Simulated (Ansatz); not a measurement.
Geometry optimisation, RKS BHLYP-D4/cc-pVDZ (Ansatz).

Input file:

```yaml
crystal:
  periodic: [false, false, false]
  atoms:
    - { symbol: B, position_ang: [-0.104681, -0.063471, 0.150409] }
    - { symbol: "N", position_ang: [-0.04129, -0.405205, 1.586419] }
    - { symbol: H, position_ang: [-0.857276, -0.559982, 2.147913] }
    - { symbol: H, position_ang: [0.766239, -0.130459, 2.114236] }
    - { symbol: F, position_ang: [1.035916, 0.357983, -0.42461] }
    - { symbol: "N", position_ang: [-1.261101, -0.186026, -0.626465] }
    - { symbol: H, position_ang: [-2.102328, -0.605844, -0.282743] }
    - { symbol: H, position_ang: [-1.253646, -0.026447, -1.615915] }
    - { symbol: H, position_ang: [-0.410622, 2.247727, 0.725684] }
    - { symbol: H, position_ang: [-0.363409, 1.825525, 1.300472] }
basis:
  gaussian: { orbitals: cc-pVDZ }
hamiltonian:
  xc: { name: BHLYP }
  dispersion: d4
relax:
  f_tol: 0.03
  max_steps: 50
output:
  orbitals: {}
```

Command:

```bash
$ ansatz run input.yaml --threads 2 --pin off --max-ram 3072MiB --backend cpu --events-out ev --progress --plain --runs-dir out
```

Q: Where does it end, and by what steps?

A: The run converged. The force dipped under the threshold on the way, but the program's further checks kept it going. After 18 steps the energy has fallen by 0.332 eV; H9 moved furthest, 1.53 Å.

```json
{"step": "0", "energy less start (eV)": "0.0000", "largest force component (eV/Å)": "2.109", "accepted": "yes"}
{"step": "1", "energy less start (eV)": "-0.2025", "largest force component (eV/Å)": "1.084", "accepted": "yes"}
{"step": "2", "energy less start (eV)": "-0.2635", "largest force component (eV/Å)": "0.251", "accepted": "yes"}
{"step": "3", "energy less start (eV)": "-0.2830", "largest force component (eV/Å)": "0.178", "accepted": "yes"}
{"step": "4", "energy less start (eV)": "-0.2920", "largest force component (eV/Å)": "0.178", "accepted": "yes"}
{"step": "5", "energy less start (eV)": "-0.2964", "largest force component (eV/Å)": "0.196", "accepted": "yes"}
{"step": "6", "energy less start (eV)": "-0.3003", "largest force component (eV/Å)": "0.317", "accepted": "yes"}
{"step": "7", "energy less start (eV)": "-0.3072", "largest force component (eV/Å)": "0.309", "accepted": "yes"}
{"step": "8", "energy less start (eV)": "-0.3151", "largest force component (eV/Å)": "0.263", "accepted": "yes"}
{"step": "9", "energy less start (eV)": "-0.2951", "largest force component (eV/Å)": "0.916", "accepted": "no"}
{"step": "10", "energy less start (eV)": "-0.3215", "largest force component (eV/Å)": "0.040", "accepted": "yes"}
{"step": "11", "energy less start (eV)": "-0.3238", "largest force component (eV/Å)": "0.202", "accepted": "yes"}
{"step": "12", "energy less start (eV)": "-0.3259", "largest force component (eV/Å)": "0.167", "accepted": "yes"}
{"step": "13", "energy less start (eV)": "-0.3282", "largest force component (eV/Å)": "0.171", "accepted": "yes"}
{"step": "14", "energy less start (eV)": "-0.3299", "largest force component (eV/Å)": "0.084", "accepted": "yes"}
{"step": "15", "energy less start (eV)": "-0.3311", "largest force component (eV/Å)": "0.057", "accepted": "yes"}
{"step": "16", "energy less start (eV)": "-0.3316", "largest force component (eV/Å)": "0.045", "accepted": "yes"}
{"step": "17", "energy less start (eV)": "-0.3317", "largest force component (eV/Å)": "0.027", "accepted": "yes"}
{"step": "18", "energy less start (eV)": "-0.3318", "largest force component (eV/Å)": "0.013", "accepted": "yes"}
```

```xyz
10
Properties=species:S:1:pos:R:3
B -0.073 -0.408 -0.031
N -0.059 -0.122 1.347
H -0.872 -0.166 1.930
H 0.805 -0.067 1.852
F 1.117 -0.455 -0.671
N -1.233 -0.641 -0.786
H -2.161 -0.578 -0.417
H -1.188 -0.777 -1.778
H -0.534 3.191 1.919
H -0.393 2.478 1.711
```

Whether the end is a true minimum wasn't checked by a vibrational analysis.

Time of the run: 52 s on 2 threads of AMD EPYC 7R43 64-Core Processor (Zen 3) (shared host), peak memory 0.17 GiB.
